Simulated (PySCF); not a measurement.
PySCF job for Si(F)2(OH)(SMe) (CH₄F₂OSSi), SMILES CS[Si](O)(F)F, TDDFT-PBE/def2-SVPD. Geometry optimised at B3LYP-D3(BJ)/def2-SVP. The structure was generated by enumeration, and PubChem lists no compound with its InChIKey, so it may never have been made. The values are those of a single conformer.

```python
import numpy as np
from pyscf import gto, scf, dft, tdscf

mol = gto.M(
    atom='''
    C     2.07499385    0.74193249   -0.86483464
    S     1.42018134   -0.41514617    0.41520739
    Si   -0.63093589   -0.07495167    0.10800467
    O    -0.94543143    1.53571883    0.08949720
    F    -1.43632107   -0.83786896    1.27593161
    F    -1.19650965   -0.69191307   -1.27733088
    H     1.67419683    1.75147122   -0.70902129
    H     1.83268723    0.38541283   -1.87497147
    H     3.16498676    0.75269831   -0.73658885
    H    -1.75270514    1.83277257   -0.34917803
    ''',
    basis='def2-SVPD',
    charge=0,
    spin=0,
    max_memory=1600,
    verbose=4,
)
mf = dft.RKS(mol, xc='pbe').density_fit(auxbasis='def2-universal-jkfit')
mf.grids.level = 3
mf.conv_tol = 1e-9
mf.max_cycle = 100
mf.kernel()
mf.grids = dft.Grids(mol).set(level=1).build(with_non0tab=True)  # coarser grid for the response kernel
td = tdscf.TDDFT(mf)
td.singlet = True
td.nstates = 10
td.conv_tol = 1e-4
td.positive_eig_threshold = 1e-6
td.kernel(x0=td.get_init_guess(mf, 15))
td.analyze()
tt = tdscf.TDA(mf)
tt.singlet = False
tt.nstates = 4
tt.conv_tol = 1e-4
tt.positive_eig_threshold = 1e-6
tt.kernel(x0=tt.get_init_guess(mf, 9))
tt.analyze(verbose=3)
```

Program output:

```
PySCF version 2.14.0

[INPUT] verbose = 4
[INPUT] num. atoms = 10
[INPUT] num. electrons = 66
[INPUT] charge = 0
[INPUT] spin (= nelec alpha-beta = 2S) = 0
[INPUT] symmetry False subgroup None
[INPUT] Mole.unit = angstrom
[INPUT] Symbol           X                Y                Z      unit          X                Y                Z       unit  Magmom
[INPUT]  1 C      2.074993850000   0.741932490000  -0.864834640000 AA    3.921170086657   1.402049209017  -1.634300612637 Bohr   0.0
[INPUT]  2 S      1.420181340000  -0.415146170000   0.415207390000 AA    2.683753779818  -0.784512562962   0.784628251995 Bohr   0.0
[INPUT]  3 Si    -0.630935890000  -0.074951670000   0.108004670000 AA   -1.192296034259  -0.141638128879   0.204099246474 Bohr   0.0
[INPUT]  4 O     -0.945431430000   1.535718830000   0.089497200000 AA   -1.786606472256   2.902087993037   0.169125196915 Bohr   0.0
[INPUT]  5 F     -1.436321070000  -0.837868960000   1.275931610000 AA   -2.714253449242  -1.583342862674   2.411161296575 Bohr   0.0
[INPUT]  6 F     -1.196509650000  -0.691913070000  -1.277330880000 AA   -2.261075543899  -1.307526204307  -2.413805533650 Bohr   0.0
[INPUT]  7 H      1.674196830000   1.751471220000  -0.709021290000 AA    3.163773487315   3.309800920858  -1.339856054586 Bohr   0.0
[INPUT]  8 H      1.832687230000   0.385412830000  -1.874971470000 AA    3.463276936688   0.728324693594  -3.543182569673 Bohr   0.0
[INPUT]  9 H      3.164986760000   0.752698310000  -0.736588850000 AA    5.980958164275   1.422393660323  -1.391951192908 Bohr   0.0
[INPUT] 10 H     -1.752705140000   1.832772570000  -0.349178030000 AA   -3.312132691717   3.463438205915  -0.659850845415 Bohr   0.0

nuclear repulsion = 407.88044580561
number of shells = 72
number of NR pGTOs = 256
number of NR cGTOs = 172
basis = def2-SVPD
ecp = {}


[settings echo left out]
init E= -1002.63155561708
  HOMO = -0.283786964433085  LUMO = -0.073070653367548  gap/eV = 5.73388
cycle= 1 E= -1002.05825521957  delta_E= 0.573  |g|= 0.998  |ddm|= 4.31
  HOMO = -0.162401606805538  LUMO = -0.0218810558853892  gap/eV = 3.82376
cycle= 2 E= -1001.47532915516  delta_E= 0.583  |g|= 2.03  |ddm|= 2.72
  HOMO = -0.218135200903664  LUMO = -0.0459600069666233  gap/eV = 4.68513
cycle= 3 E= -1002.23572574329  delta_E= -0.76  |g|= 0.167  |ddm|= 1.86
  HOMO = -0.239930242619621  LUMO = -0.0464420782537709  gap/eV = 5.26508
cycle= 4 E= -1002.2410709156  delta_E= -0.00535  |g|= 0.0985  |ddm|= 0.303
  HOMO = -0.238380662018571  LUMO = -0.0460979036470257  gap/eV = 5.23228
cycle= 5 E= -1002.2427396149  delta_E= -0.00167  |g|= 0.029  |ddm|= 0.0952
  HOMO = -0.234749763576912  LUMO = -0.0447724154890556  gap/eV = 5.16955
cycle= 6 E= -1002.24292163952  delta_E= -0.000182  |g|= 0.00656  |ddm|= 0.0407
  HOMO = -0.235302945468658  LUMO = -0.0450273281327425  gap/eV = 5.17766
cycle= 7 E= -1002.24293107265  delta_E= -9.43e-06  |g|= 0.0022  |ddm|= 0.011
  HOMO = -0.235265502508094  LUMO = -0.0450882857120507  gap/eV = 5.17499
cycle= 8 E= -1002.24293250201  delta_E= -1.43e-06  |g|= 0.000518  |ddm|= 0.00415
  HOMO = -0.235223686553345  LUMO = -0.045072826720268  gap/eV = 5.17427
cycle= 9 E= -1002.24293257294  delta_E= -7.09e-08  |g|= 0.000167  |ddm|= 0.00102
  HOMO = -0.23523354070942  LUMO = -0.0450737660172256  gap/eV = 5.17451
cycle= 10 E= -1002.24293257868  delta_E= -5.74e-09  |g|= 6.08e-05  |ddm|= 0.000219
  HOMO = -0.235236200996367  LUMO = -0.0450763449398357  gap/eV = 5.17451
cycle= 11 E= -1002.24293257936  delta_E= -6.83e-10  |g|= 3.26e-05  |ddm|= 0.000109
  HOMO = -0.235235046689128  LUMO = -0.0450757028612863  gap/eV = 5.17450
cycle= 12 E= -1002.24293257963  delta_E= -2.66e-10  |g|= 4.35e-06  |ddm|= 4.57e-05
  HOMO = -0.235234830372979  LUMO = -0.0450755777426886  gap/eV = 5.17450
Extra cycle  E= -1002.24293257962  delta_E= 5.68e-12  |g|= 8.21e-06  |ddm|= 1.13e-05
converged SCF energy = -1002.24293257962
tot grids = 43576
Overwritten attributes  positive_eig_threshold  of <class 'pyscf.tdscf.rks.CasidaTDDFT'>


******** <class 'pyscf.tdscf.rks.CasidaTDDFT'> for <class 'pyscf.df.df_jk.DFRKS'> ********
nstates = 10 singlet
deg_eia_thresh = 1.000e-03
wfnsym = None
conv_tol = 0.0001
eigh lindep = 1e-12
eigh level_shift = 0
eigh max_cycle = 100


Excitation energies (eV)
[5.25432418 5.70248226 6.61200925 7.04555667 7.181398   7.28551908
 7.44459995 7.48128358 7.56095791 7.69323218]

** Singlet excitation energies and oscillator strengths **
Excited State   1:      5.25432 eV    235.97 nm  f=0.0051
      33 -> 34        0.70182
Excited State   2:      5.70248 eV    217.42 nm  f=0.0083
      33 -> 35        0.69788
Excited State   3:      6.61201 eV    187.51 nm  f=0.0242
      32 -> 34       -0.10719
      33 -> 36        0.68032
      33 -> 37       -0.11410
Excited State   4:      7.04556 eV    175.98 nm  f=0.0063
      32 -> 34       -0.49074
      33 -> 37        0.49621
Excited State   5:      7.18140 eV    172.65 nm  f=0.0031
      33 -> 37       -0.17091
      33 -> 38       -0.66438
Excited State   6:      7.28552 eV    170.18 nm  f=0.0781
      32 -> 34       -0.39002
      32 -> 35       -0.17470
      33 -> 36       -0.13384
      33 -> 37       -0.39187
      33 -> 38        0.19282
      33 -> 39        0.27579
Excited State   7:      7.44460 eV    166.54 nm  f=0.0165
      31 -> 34       -0.29863
      32 -> 35       -0.46001
      33 -> 39       -0.42859
Excited State   8:      7.48128 eV    165.73 nm  f=0.0255
      31 -> 34        0.33425
      32 -> 34       -0.18336
      32 -> 35        0.24963
      33 -> 37       -0.14224
      33 -> 39       -0.46060
      33 -> 40       -0.21455
Excited State   9:      7.56096 eV    163.98 nm  f=0.0300
      31 -> 34        0.51512
      32 -> 35       -0.34198
      33 -> 40        0.32480
Excited State  10:      7.69323 eV    161.16 nm  f=0.0378
      31 -> 34       -0.15986
      31 -> 35       -0.10043
      32 -> 34       -0.15037
      32 -> 35        0.23247
      33 -> 37       -0.10855
      33 -> 39       -0.12554
      33 -> 40        0.57230

** Transition electric dipole moments (AU) **
state          X           Y           Z        Dip. S.      Osc.
  1        -0.0593      0.1547      0.1102      0.0396      0.0051
  2        -0.0562      0.1941      0.1365      0.0595      0.0083
  3         0.2393      0.2284      0.2002      0.1495      0.0242
  4        -0.1471      0.0292     -0.1175      0.0363      0.0063
  5        -0.1127      0.0228      0.0682      0.0179      0.0031
  6        -0.6386      0.1161      0.1277      0.4376      0.0781
  7        -0.2667      0.0989     -0.0964      0.0902      0.0165
  8        -0.1822     -0.0821      0.3151      0.1392      0.0255
  9        -0.3000      0.2681     -0.0154      0.1621      0.0300
 10        -0.3433      0.2379     -0.1619      0.2007      0.0378

** Transition velocity dipole moments (imaginary part, AU) **
state          X           Y           Z        Dip. S.      Osc.
  1        -0.0115      0.0264      0.0175      0.0011      0.0039
  2        -0.0111      0.0421      0.0297      0.0028      0.0088
  3         0.0585      0.0562      0.0492      0.0090      0.0247
  4        -0.0384      0.0072     -0.0318      0.0025      0.0065
  5        -0.0292      0.0121      0.0257      0.0017      0.0042
  6        -0.1742      0.0311      0.0368      0.0327      0.0813
  7        -0.0758      0.0270     -0.0262      0.0072      0.0175
  8        -0.0515     -0.0237      0.0874      0.0108      0.0263
  9        -0.0829      0.0769     -0.0063      0.0128      0.0308
 10        -0.0940      0.0674     -0.0464      0.0155      0.0366

** Transition magnetic dipole moments (imaginary part, AU) **
state          X           Y           Z
  1         0.4156     -0.0790      0.1073
  2        -0.0937      0.2801     -0.2503
  3         0.2381     -0.1327     -0.1302
  4        -0.1832      0.0209      0.1283
  5        -0.5535      0.0724      0.1128
  6         0.1017      0.4653      0.3628
  7         0.1590      0.2026      0.2383
  8        -0.0404      0.2428      0.1564
  9        -0.2512     -0.4375     -0.4761
 10         0.2923      0.3457      0.2489
Overwritten attributes  positive_eig_threshold  of <class 'pyscf.tdscf.rks.TDA'>


******** <class 'pyscf.tdscf.rks.TDA'> for <class 'pyscf.df.df_jk.DFRKS'> ********
nstates = 4 triplet
deg_eia_thresh = 1.000e-03
wfnsym = None
conv_tol = 0.0001
eigh lindep = 1e-12
eigh level_shift = 0
eigh max_cycle = 100


Excitation energies (eV)
[4.98408664 5.33912753 6.27544138 6.58712481]

** Triplet excitation energies and oscillator strengths **
Excited State   1:      4.98409 eV    248.76 nm  f=0.0000
Excited State   2:      5.33913 eV    232.22 nm  f=0.0000
Excited State   3:      6.27544 eV    197.57 nm  f=0.0000
Excited State   4:      6.58712 eV    188.22 nm  f=0.0000
```

The calculation finished and met its thresholds.

Cost: very roughly 70 core-seconds.
